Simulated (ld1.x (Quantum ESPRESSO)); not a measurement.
Transferability test, TM semilocal potential for antimony

antimony, norm-conserving Troullier–Martins (semilocal form), made with ld1.x (Quantum ESPRESSO) 7.5 (PBEsol, scalar-relativistic). Core [Kr], reference 4d10 5s2 5p3. Waves: 5s (bound): rc 1.55 bohr; 5p (bound): rc 2.40 bohr; 4d (bound): rc 1.50 bohr. Local part: the d channel. Core correction: none.

Energies are relative to the spin-unpolarised reference configuration 4d10 5s2 5p3; without spin polarisation the order of configurations can differ from experiment.

Problem. Give the all-electron excitation energy and the error of the potential for: 4d10 5s2 5p2; 4d10 5s2 5p1; 4d10 5s2 5p0; 4d10 5s1 5p4; 4d10 5s1 5p0; 4d9 5s2 5p3; 4d10 5s2 5p2.5.

Solution.

| valence configuration | charge | ΔE all-electron (eV) | error AE − PS (meV) |
| --- | --- | --- | --- |
| 4d10 5s2 5p2 | +1 | 8.344 | -1.1 |
| 4d10 5s2 5p1 | +2 | 24.356 | -2.0 |
| 4d10 5s2 5p0 | +3 | 48.800 | -4.6 |
| 4d10 5s1 5p4 | 0 | 8.142 | -1.3 |
| 4d10 5s1 5p0 | +4 | 93.133 | +33 |
| 4d9 5s2 5p3 | +1 | 40.683 | -105 |
| 4d10 5s2 5p2.5 | +0.5 | 3.273 | -0.6 |

Levels in the configuration 4d10 5s2 5p2.5:

```csv
level,all-electron (eV),pseudo (eV)
4d,-37.514,-37.486
5s,-16.647,-16.644
5p,-8.301,-8.300
```

ld1.x printed “convergence not achieved” for 7 of the counted tests; their residual had stalled under 1e-8, short of the target of 1e-14.
